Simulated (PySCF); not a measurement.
ClHOSi, SMILES O[Si]Cl (connectivity only; charge and spin as stated), neutral, multiplicity 1.

Coordinates come from a B3LYP-D3(BJ)/def2-TZVP optimisation. The values are those of a single conformer.

These are M06-2X/def2-TZVPD (PySCF) values and carry that method's errors.

Symmetry labels are those of the subgroup Cs that the program uses (full group Cs).

Question: List the valence orbital energies around the gap with their symmetry. (Estimate from the structure and the level; the computed values follow.)

Answer: 
```
orbital  symmetry  energy (eV)
-------  --------  -----------
HOMO−7         A'       -24.85
HOMO−6         A'       -17.71
HOMO−5         A'       -14.17
HOMO−4         A'       -13.05
HOMO−3         A"       -12.55
HOMO−2         A"       -10.73
HOMO−1         A'       -10.67
HOMO           A'        -8.52
LUMO           A"        -1.27
LUMO+1         A'        -0.08
LUMO+2         A'         0.56
LUMO+3         A'         1.03
```
